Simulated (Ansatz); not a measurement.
One change: `F[SiH](F)O[SiH2]S` becomes `F[SiH](F)O[SiH3]`.

Ansatz, PBE0-D4/def2-TZVP geometries, multiplicity 1. Each molecule was computed in one conformer, which needn't be the lowest.

| property | `F[SiH](F)O[SiH2]S` |
| --- | --- |
| HOMO–LUMO gap (PBE/def2-TZVPP) / eV | 5.88 |
| HOMO energy (ωB97M-V/def2-TZVPP) / eV | -10.18 |
| size of the dipole moment (ωB97M-V/def2-TZVPP) / D | 1.14 |
| HOMO energy (PBE0/def2-TZVPP) / eV | -7.97 |
| HOMO–LUMO gap (ωB97M-V/def2-TZVPP) / eV | 11.98 |
| LUMO energy (PBE0/def2-TZVPP) / eV | 0.05 |

(1) Give the same properties after the change, and the shifts. (Best estimate.)

Results:

(1) Computed: 
| property | `F[SiH](F)O[SiH3]` | shift |
| --- | --- | --- |
| HOMO–LUMO gap (PBE/def2-TZVPP) / eV | 7.07 | 1.19 |
| HOMO energy (ωB97M-V/def2-TZVPP) / eV | -11.78 | -1.60 |
| size of the dipole moment (ωB97M-V/def2-TZVPP) / D | 1.45 | 0.31 |
| HOMO energy (PBE0/def2-TZVPP) / eV | -9.48 | -1.51 |
| HOMO–LUMO gap (ωB97M-V/def2-TZVPP) / eV | 13.41 | 1.43 |
| LUMO energy (PBE0/def2-TZVPP) / eV | -0.07 | -0.12 |

With PBE0 the HOMO falls by 1.51 eV and the LUMO falls by 0.12 eV, so the gap widens by about 1.39 eV. PBE moves the HOMO by -1.29 eV and ωB97M-V by -1.60 eV. Dipoles are sizes alone; their direction can turn.
